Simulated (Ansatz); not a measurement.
Input file for Ansatz (a program for electronic structure): U-r2SCAN/def2-TZVPP on TiSn, 2S+1 = 5, a spin state set in the input, which need not be the lowest, a point of a bond scan (R = 2.689 Å). Elements past Kr take the def2 small-core potentials; no spin–orbit coupling.

Ansatz 0.2 input:
```yaml
crystal:
  periodic: [false, false, false]
  atoms:
    - {symbol: Ti, position_ang: [0.00000000, 0.00000000, 0.00000000]}
    - {symbol: Sn, position_ang: [0.00000000, 0.00000000, 2.68854000]}
basis:
  gaussian:
    orbitals: def2-TZVPP
    pivot_positions_ang: [[0.00000000, 0.00000000, 0.00000000], [0.00000000, 0.00000000, 2.68854000]]
hamiltonian:
  xc: {name: r2SCAN}
magnetization: {spin_polarized: true, initial_magnetization: 4}
output: {forces: true, orbitals: {seedname: ./end}}
```

It printed:

```
WARN ansatz: RAYON_NUM_THREADS=1 ignored (pool sized by the plan → 1); use --threads N
Functional definition: r2SCAN
integrals: 0.04 GiB planned
820 factors; their error is unknown
mean field: 0.43 GiB planned
mean field evaluation 1: about -28896.6699 eV, gradient 1.1e2 eV
mean field evaluation 2: about -28549.0770 eV, gradient 2.3e2 eV
mean field evaluation 4: about -28942.2929 eV, gradient 2.0e1 eV
mean field evaluation 8: about -28945.2729 eV, gradient 8.8e-1 eV
mean field evaluation 16: about -28945.2772 eV, gradient 8.2e-3 eV
mean field evaluation 32: about -28945.2772 eV, gradient 4.0e-4 eV
mean field evaluation 64: about -28944.7519 eV, gradient 5.9e-2 eV
mean field evaluation 96: about -28945.2772 eV, gradient 3.1e-5 eV
mean field evaluation 128: about -28942.7552 eV, gradient 1.3e1 eV
mean field evaluation 160: about -28944.6611 eV, gradient 3.5e0 eV
mean field -28945.27723239 eV, -1063.7193184768 hartree, gradient 3.4e-6 eV, S^2 6.022048; 7 other end points of the search recorded, 0 dependent functions left out
the calculation of the forces begins
reference -28945.27725484 eV, -1063.7193193017 hartree; 24, 20 occupied and 90, 94 virtual orbitals, 820 factors
Total energy: -28945.27725484 eV, -1063.7193193017 hartree
Atom 0 at     0.000000     0.000000     0.000000 Å, force    -0.000000     0.000000     0.042951 eV/Å
Atom 1 at     0.000000     0.000000     2.688540 Å, force     0.000000    -0.000000    -0.042951 eV/Å
Dipole moment:    -0.000000    -0.000000    -0.692919 e Å
```

The calculation finished and met its thresholds.

Cost: roughly 70 core-seconds.
